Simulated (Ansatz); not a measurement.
Clusters of 8 atoms, capped: gap (eV) at several levels, gas phase, relaxed structures; Ansatz. Clusters are the lowest isomers that short searches found in that spin, judged at the geometry's level. Core potentials for Sn in the def2 sets, no spin–orbit coupling. HOMO and LUMO are taken over both spins. The structures are stationary points that may keep the symmetry of their start. Remarks come from the PBE and PBE0 runs and from stability tests at other levels; not every state was tested.

```json
{"species": "Sn4Cl4", "state": "singlet", "geometry": "PBE0-D4/def2-SVP", "PBE-D4/def2-SVP": "1.79", "PBE-D4/def2-TZVP": "1.78", "PBE0-D4/def2-SVP": "3.11", "PBE0-D4/def2-TZVP": "3.10", "remarks": "restricted SCF unstable in HF"}
{"species": "Li3H5⁺", "state": "doublet", "geometry": "PBE0-D4/def2-TZVP", "PBE-D4/def2-SVP": "1.53", "PBE-D4/def2-TZVP": "1.51", "PBE0-D4/def2-SVP": "3.53", "PBE0-D4/def2-TZVP": "3.48", "remarks": "–"}
{"species": "B5H3", "state": "singlet", "geometry": "PBE-D4/def2-SVP", "PBE-D4/def2-SVP": "2.12", "PBE-D4/def2-TZVP": "2.12", "PBE0-D4/def2-SVP": "4.02", "PBE0-D4/def2-TZVP": "4.02", "remarks": "–"}
{"species": "Al7H", "state": "singlet", "geometry": "B3LYP-D4/def2-SVP", "PBE-D4/def2-SVP": "1.12", "PBE-D4/def2-TZVP": "1.13", "PBE0-D4/def2-SVP": "2.35", "PBE0-D4/def2-TZVP": "2.38", "remarks": "restricted SCF unstable in HF"}
{"species": "Ge5H3", "state": "doublet", "geometry": "PBE0-D4/def2-SVP", "PBE-D4/def2-SVP": "0.66", "PBE-D4/def2-TZVP": "0.67", "PBE0-D4/def2-SVP": "2.19", "PBE0-D4/def2-TZVP": "2.20", "remarks": "–"}
{"species": "B6H2", "state": "singlet", "geometry": "PBE0-D4/def2-SVP", "PBE-D4/def2-SVP": "0.86", "PBE-D4/def2-TZVP": "0.86", "PBE0-D4/def2-SVP": "2.64", "PBE0-D4/def2-TZVP": "2.63", "remarks": "restricted SCF unstable in HF"}
{"species": "Si5F3", "state": "doublet", "geometry": "B3LYP-D4/def2-SVP", "PBE-D4/def2-SVP": "0.74", "PBE-D4/def2-TZVP": "0.78", "PBE0-D4/def2-SVP": "2.33", "PBE0-D4/def2-TZVP": "2.39", "remarks": "–"}
{"species": "Al5F3⁺", "state": "doublet", "geometry": "PBE-D4/def2-SVP", "PBE-D4/def2-SVP": "0.56", "PBE-D4/def2-TZVP": "0.60", "PBE0-D4/def2-SVP": "1.88", "PBE0-D4/def2-TZVP": "1.94", "remarks": "–"}
```

**Question.** Estimate the column for r2SCAN-D4/def2-TZVP.

**Answer.** Sn4Cl4 2.02; Li3H5⁺ 2.30; B5H3 2.52; Al7H 1.22; Ge5H3 1.11; B6H2 1.18; Si5F3 1.31; Al5F3⁺ 0.98.
